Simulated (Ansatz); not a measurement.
CH6FNOSi2, singlet, at a GFN2-xTB geometry. Base run: HF/6-311G** (Ansatz, an electronic-structure program).

Geometry (Å):
```xyz
12

C      2.0937     0.6377    -0.7450
N      0.8081     0.3594    -0.1591
Si    -0.0025     0.8647     1.3085
O     -1.3257     0.0449     0.7088
Si    -0.6446    -0.4009    -0.7226
F     -0.5232    -1.9910    -0.8446
H      2.0722     1.5447    -1.3582
H      2.4038    -0.1957    -1.3761
H      2.8326     0.7754     0.0443
H     -0.3168     2.2813     1.3730
H      0.5061     0.2309     2.5106
H     -1.3435     0.0881    -1.8810
```
All else is at Ansatz's defaults.
Base energy -848.23505 Eh.

Variants of this job, named by their change:

```tsv
change	ΔE vs base (mEh)
base	0.000
fitting.mean_field = cc-pVTZ-JKFIT	0.220
point_charge = charge:1.0 position_ang:-2.2619, -4.5854, -0.2537	-20.237
accuracy = high	-0.008
lower_state_search = light	0.000
fitting.mean_field = def2-universal-JKFIT	?
lower_state_search = off	0.000
nuclear_model = gaussian	?
point_charge = charge:0.5 position_ang:-2.1062, 0.8778, 4.9039	-0.566
point_charge = charge:-1.0 position_ang:-4.8409, 1.748, 1.0594	5.741
forces = on	0.001
```

### Question
Fill in the missing entries.

### Answer

- fitting.mean_field = def2-universal-JKFIT, ΔE vs base (mEh): 0.100
- nuclear_model = gaussian, ΔE vs base (mEh): 0.391
